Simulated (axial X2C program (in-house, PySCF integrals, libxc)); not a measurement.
**Low determinants of CrS⁻ at the PBE0 level, two-component**

Computed with an in-house relativistic program for diatomic molecules. Two-component (2c) means X2C with spin–orbit coupling and atomic mean-field two-electron Coulomb and Gaunt terms. Basis: Cr dyall-acv3z [10s11p7d4f2g], S dyall-av3z [9s8p3d2f] (cores contracted in-house); Gaussian nuclei, density fitting, unrestricted open shells. Masses: Cr 51.941 u, S 31.972 u.

Search at 2.157 Å (vertical energies from the lowest determinant):

```tsv
ΔE (eV)	state	electrons beyond evenly filled partner blocks	electrons in ±ω = 1/2, 3/2, 5/2, 7/2
0.00	Ω = 5/2	ω = 5/2	30 10 1 0
0.44	Ω = 3/2	ω = 1/2, ω = -3/2, ω = 5/2	31 9 1 0
0.48	Ω = 7/2	2 × ω = 1/2, ω = 5/2	30 10 1 0
0.63	Ω = 1/2	ω = -1/2, ω = -3/2, ω = 5/2	31 9 1 0
1.09	Ω = 3/2	2 × ω = -1/2, ω = 5/2	30 10 1 0
1.58	Ω = 9/2	ω = 1/2, ω = 3/2, ω = 5/2	31 9 1 0
1.65	Ω = 1/2	ω = 1/2	31 10 0 0
```

Lowest determinant, Ω = 5/2 (⟨Sz⟩ = 2.50, ⟨Lz⟩ = 0.00 at PBE0): Re = 2.151 Å, ωe = 446.8 cm⁻¹.

The determinant in row 2 of the search, Ω = 3/2 (⟨Sz⟩ = 2.50, ⟨Lz⟩ = -1.00 at PBE0), was followed along the bond at PBE0; measured from the minimum of the lowest determinant it gives:

Te = 0.438 eV (3535 cm⁻¹), Re = 2.178 Å, ωe = 410.0 cm⁻¹.

(1) Compare the bond of the determinant in row 2 with that of the lowest one.

The search compares states at one distance, so a state with another bond length can lie lower; it is not exhaustive and yields mostly the lowest determinant of each block pattern, so other components and higher states of one pattern are missing. These are energies of single determinants, not of spin-adapted states; PBE0 term energies can be off by some tenths of an eV, and the functional has no current term. The lowest determinant need not be the ground state where others lie within half an eV. For an anion, determinants above electron detachment are held by the basis set. Row 2 has a positive highest level at its minimum.

Answers

(1) At PBE0 its Re is 0.027 Å longer and its force constant, which goes as ωe², is 0.84 times that of the lowest determinant. T0 ≈ Te + Δωe/2 = 3535 + (-18) = 3517 cm⁻¹.
